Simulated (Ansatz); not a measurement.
Diatomic Ag$_{2}$, closed-shell singlet (the spin of the measured ground state). No spin–orbit coupling.

D_e counts from the fitted minimum to each atom's lowest state at the same level, without counterpoise. The singlet is restricted.

Correlated levels freeze the inner cores; with def2 sets outer-core shells near the valence are correlated too. CBS: X⁻³ extrapolation of the correlation energy, Hartree–Fock from the larger set.

Run with Ansatz (Gaussian orbitals).  In def2 rows elements past Kr take small-core potentials, without spin–orbit coupling.

```json
[
 {"level": "SVWN5/def2-TZVPP", "bond energy D_e (kcal/mol)": "52.92"},
 {"level": "r2SCAN/def2-TZVPP", "bond energy D_e (kcal/mol)": "40.60"},
 {"level": "PBE0/def2-TZVPP", "bond energy D_e (kcal/mol)": "35.75"},
 {"level": "CAM-B3LYP/def2-TZVPP", "bond energy D_e (kcal/mol)": "34.06"},
 {"level": "wB97X-V/def2-TZVPP", "bond energy D_e (kcal/mol)": "35.28"},
 {"level": "CCSD/def2-QZVPP", "bond energy D_e (kcal/mol)": "33.45"},
 {"level": "CCSD(T)/def2-TZVPP", "bond energy D_e (kcal/mol)": "35.86"},
 {"level": "CCSD(T)/def2-QZVPP", "bond energy D_e (kcal/mol)": "38.06"},
 {"level": "CCSD(T)/CBS(def2-TZVPP, def2-QZVPP)", "bond energy D_e (kcal/mol)": "…"}
]
```

### Question
What belongs in the gaps?

### Answer

- CCSD(T)/CBS(def2-TZVPP, def2-QZVPP), bond energy D_e (kcal/mol): 39.47

Ansatz is an electronic-structure program.
